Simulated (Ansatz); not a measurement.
Saddle point of SiHF3, singlet (SiF₂ + HF → SiF₂ + HF; bonds formed: Si1–F5, F2–H3; bonds broken: Si1–F2, H3–F5), PBE0-D4/def2-TZVP structure:

```
5
angstrom
Si -0.8911 -0.0112 0.5157
F 0.2575 -1.1458 -0.4378
H 0.4349 -0.1141 -0.9266
F 0.1829 0.3146 1.6590
F 0.0158 0.9564 -0.8103
```

Energies are electronic, without zero-point energy. Barriers and step energies count from the start structure reached by relaxing down the imaginary mode; all methods use the PBE0-D4 structures, on which another method's saddle can fall below an end. Ansatz 0.2.0; basis: def2-TZVPP, with def2-QZVPP for the basis limit; cores frozen in the correlated methods. B3LYP uses VWN-RPA correlation. Extrapolation: Hartree–Fock as exp(−7.88 √X), correlation as X^−2.97.

```csv
method,barrier (kJ/mol),step energy (kJ/mol)
SPW92,?,0.0
PBE-D4,37.9,0.0
BLYP-D4,50.0,0.0
r2SCAN-D4,45.2,0.0
B97M-V,62.6,0.0
PBE0-D4,48.8,0.0
B3LYP-D4,56.4,0.0
r2SCAN0-D4,52.7,0.0
BHLYP-D4,68.4,0.0
CAM-B3LYP-D4,52.9,0.0
wB97X-V,54.8,0.0
wB97M-V,53.5,0.0
B2PLYP,58.2,0.0
PBE-QIDH,55.7,0.0
RPA on PBE,58.6,0.0
HF,?,0.0
MP2,?,0.0
CCSD,69.0,0.0
CCSD(T),61.6,0.0
```

Question: Fill in the withheld barriers. (Judge from chemistry; the value comes from the calculation.)

Answer: By the calculation: SPW92 9.3; MP2 57.2; HF 102.8 kJ/mol. Each is the energy of the saddle less that of the start structure, by the same method.

For comparison, the barrier by CCSD(T) at an estimated basis limit (MP2 extrapolated from triple and quadruple zeta, plus CCSD(T) − MP2 in triple zeta) is 62.3 kJ/mol.

The T1 diagnostic stays at or below 0.014.

For scale, one of the runs: CCSD(T)/def2-TZVPP, 149 basis functions, launched by `ansatz run in.yaml --threads 2 --pin off --events-out ev --progress --plain --max-ram 4352MiB`. Hardware: 2 CPU threads of an Arm Neoverse V2, shared host. Wall time 26 s; peak host memory 1 GiB.
